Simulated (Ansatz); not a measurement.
`O[SiH]1C=N1`, charge 0, multiplicity 1.

Problem. Give a relaxed structure at PBE0-D4/def2-TZVP (the Gaussian-basis code of Ansatz). (An estimate is asked.)

Solution. The calculation gave: 
```xyz
7

O     1.037   -0.475   -1.355
Si    0.061    0.431   -0.416
C    -0.443    0.044    1.228
N    -1.364   -0.250    0.371
H     1.166   -1.396   -1.120
H     0.018    1.767   -1.017
H    -0.474   -0.120    2.308
```
